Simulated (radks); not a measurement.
Species: Os. Configuration: [Xe] 4f14 5d6.5 6s1.5 (fractional occupations, a model configuration). Calculated with a radial shooting solver on a logarithmic mesh with Libxc functionals: Dirac Kohn-Sham, PBE, spin-unpolarised, spherical densities, point nucleus; open shells fill j = l - 1/2 first.

Normalised radial functions P(r) = r R(r) (large component), r in bohr:

r	5p1/2
0.000662	0.0049
0.0008972	0.0066
0.001216	0.0091
0.001661	0.0127
0.002251	0.0180
0.003051	0.0258
0.004135	0.0373
0.005649	0.0549
0.007656	0.0799
0.01038	0.1149
0.01406	0.1608
0.01906	0.2144
0.02604	0.2646
0.03529	0.2817
0.04782	0.2269
0.06481	0.0658
0.08855	-0.1871
0.12	-0.3837
0.1626	-0.3196
0.2204	0.0816
0.2987	0.5234
0.4081	0.4827
0.5531	-0.1599
0.7496	-0.8803
1.016	-1.1104
1.388	-0.8013
1.881	-0.3702
2.549	-0.1077
3.455	-0.0181
4.682	-0.0015
6.397	0.0000
8.669	0.0000

5p1/2: eigenvalue -58.240 eV, 3 radial nodes at r = 0.0708, 0.210, 0.520 bohr, <r> = 1.10 bohr, 90 % of the charge inside 1.60 bohr.
